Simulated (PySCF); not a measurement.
Radial density of Ir⁺ (iridium, charge +1)

UHF, [Xe] 4f14 5d7 6s1, high-spin 5F determinant. Computed with PySCF 2.14 in aug-cc-pVDZ-PP with ECP60MDF (5s5p4d2f, 54 functions), with a scalar-relativistic core potential. This is the valence pseudo-density: the core potential removes the inner electrons and smooths the orbitals near the nucleus.

```json
{"r (bohr)": "0.127", "4πr²ρ (e/bohr)": "5.076e-05", "4πr²(ρα − ρβ)": "0.0000"}
{"r (bohr)": "0.213", "4πr²ρ (e/bohr)": "0.0007792", "4πr²(ρα − ρβ)": "0.0001"}
{"r (bohr)": "0.359", "4πr²ρ (e/bohr)": "0.06578", "4πr²(ρα − ρβ)": "0.0062"}
{"r (bohr)": "0.604", "4πr²ρ (e/bohr)": "3.614", "4πr²(ρα − ρβ)": "0.2615"}
{"r (bohr)": "1.02", "4πr²ρ (e/bohr)": "14.15", "4πr²(ρα − ρβ)": "1.7828"}
{"r (bohr)": "1.71", "4πr²ρ (e/bohr)": "6.184", "4πr²(ρα − ρβ)": "2.0017"}
{"r (bohr)": "2.87", "4πr²ρ (e/bohr)": "1.132", "4πr²(ρα − ρβ)": "0.6901"}
{"r (bohr)": "4.83", "4πr²ρ (e/bohr)": "0.07623", "4πr²(ρα − ρβ)": "0.0643"}
{"r (bohr)": "8.13", "4πr²ρ (e/bohr)": "0.0001433", "4πr²(ρα − ρβ)": "0.0001"}
{"r (bohr)": "13.7", "4πr²ρ (e/bohr)": "2.975e-05", "4πr²(ρα − ρβ)": "0.0000"}
```

Energies and moments cover only the electrons outside the core potential. Spin-orbit coupling, absent here, splits the open shell strongly.
